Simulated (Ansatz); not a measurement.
Tuning the range parameter of LC-ωPBE so that −HOMO meets the ionisation energy; basis def2-TZVPD, Ansatz. System: [GaF4]- (GaF₄⁻). Charge -1, multiplicity 1. Geometry: PBE0-D4/def2-SVPD. The ionised state is a doublet.

Geometry of the singlet:

```csv
atom,x (Å),y (Å),z (Å)
Ga1,0.000,0.000,0.000
F2,-0.580,-0.923,1.427
F3,0.820,-1.118,-1.141
F4,1.157,1.266,0.534
F5,-1.397,0.775,-0.820
```

| ω (1/bohr) | HOMO (eV) | LUMO (eV) | vertical IE (eV) | HOMO + IE (eV) |
| --- | --- | --- | --- | --- |
| 0.1 | -5.09 | 4.13 | 7.00 | 1.90 |
| 0.15 | -5.80 | 4.47 | 7.18 | 1.38 |
| 0.2 | -6.45 | 4.68 | 7.46 | 1.00 |
| 0.3 | -7.59 | 4.89 | 8.12 | 0.53 |

(1) Where does the tuning condition hold?

## Answers

(1) Not within the range that was run.
